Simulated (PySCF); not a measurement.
All of these have the formula C6H8FN. Method: TDDFT wB97X-D/def2-SVPD, vertical, gas phase, core orbitals frozen in the response (PySCF). Geometries: GFN2-xTB; one conformer of each isolated species. Triplets are in the Tamm–Dancoff approximation.

A. `C[C@@H]1C[C@@H](C#N)[C@H]1F`
B. `NC/C(C=C=C)=C/F`
C. `C1C[C@@H]([C@@H](C1)C#N)F`
D. `C[C@@H]1CC[C@@]1(F)C#N`

Lowest singlet levels (six at most, fewer where fewer were computed) with oscillator strengths:

1. 5.57 eV (f 0.001); 5.75 eV (f 0.002); 5.88 eV (f 0.675); 6.29 eV (f 0.001); 6.67 eV (f 0.001); 6.73 eV (f 0.048); T1 3.49 eV
2. 7.69 eV (f 0.000); 7.98 eV (f 0.005); 8.02 eV (f 0.006); 8.69 eV (f 0.007); 8.83 eV (f 0.037); 8.93 eV (f 0.014); T1 6.49 eV
3. 7.14 eV (f 0.001); 7.92 eV (f 0.009); 8.22 eV (f 0.001); 8.31 eV (f 0.009); 8.42 eV (f 0.003); 8.90 eV (f 0.035); T1 6.39 eV
4. 7.84 eV (f 0.000); 8.16 eV (f 0.006); 8.18 eV (f 0.006); 9.02 eV (f 0.013); 9.18 eV (f 0.021); 9.36 eV (f 0.012); T1 6.56 eV

**Question.** Match each spectrum to its molecule.

**Answer.** 1 = B, 2 = A, 3 = D, 4 = C.
- A: S1 at 7.69 eV, HOMO→LUMO+1 (17%), HOMO-1→LUMO (15%), HOMO-1→LUMO+4 (13%); Löwdin shares by element: HOMO carbon 38% or more, nitrogen 19% (atoms not listed hold the other 43%); LUMO hydrogen 36% or more, carbon 13% or more (atoms not listed hold the other 52%); HOMO -10.82 and LUMO 1.89 eV.
- B: S1 at 5.57 eV, HOMO→LUMO+1 (61%), HOMO-2→LUMO (14%), HOMO-1→LUMO (13%); Löwdin shares by element: HOMO carbon 76% or more (atoms not listed hold the other 24%); LUMO carbon 73% or more (atoms not listed hold the other 27%); HOMO -8.48 and LUMO 0.97 eV; point group Cs.
- C: S1 at 7.84 eV, HOMO-1→LUMO+1 (25%), HOMO-1→LUMO+3 (16%), HOMO→LUMO+3 (10%); Löwdin shares by element: HOMO carbon 43% or more, nitrogen 33% (atoms not listed hold the other 24%); LUMO hydrogen 23% or more, carbon 20% or more (atoms not listed hold the other 57%); HOMO -11.07 and LUMO 1.90 eV.
- D: S1 at 7.14 eV, HOMO→LUMO (68%), HOMO-2→LUMO (8%); Löwdin shares by element: HOMO carbon 46% or more, nitrogen 14% (atoms not listed hold the other 39%); LUMO carbon 38% or more, nitrogen 25%, fluorine 11% (atoms not listed hold the other 26%); HOMO -10.92 and LUMO 1.55 eV.
